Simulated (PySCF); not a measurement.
A survey of ¹⁹F NMR shifts

Rapidly exchanging positions averaged, no relativistic terms, no solvent, one computed conformer. Structure optimised with GFN2-xTB; σ from GIAO-PBE0/pcSseg-1; PySCF 2.14.

Shieldings were converted by a linear fit to measured shifts: ¹⁹F (scatter 6.0 ppm rms, 7.0 ppm with the 5 outliers that the fit left out vs CFCl3, solution or neat liquid, with a term for F on sp3 carbon). Occasional misses reach two or three times the rms, and more in compound classes unlike the fitted ones.

Task: Match the shifts -45.5, -62.1, -164.6, -191.8, -209.5 ppm to `FC[C@@H]1C=C[SiH2][SiH2]1`, `F[C@H]1C[SiH2]C=C[SiH2]1`, `FC(F)(Cl)[SiH2][SiH2][SiH3]`, `CC1=C(F)[SiH2][Si@H]1S`, `CCCC[SiH2][C@H](F)Cl`.

Result: -45.5: FC(F)(Cl)[SiH2][SiH2][SiH3] (fluorine of a CF2 group); -62.1: CC1=C(F)[SiH2][Si@H]1S (vinylic fluorine); -164.6: CCCC[SiH2][C@H](F)Cl (fluorine on an sp3 carbon); -191.8: F[C@H]1C[SiH2]C=C[SiH2]1 (fluorine on an sp3 carbon); -209.5: FC[C@@H]1C=C[SiH2][SiH2]1 (fluorine on an sp3 carbon).
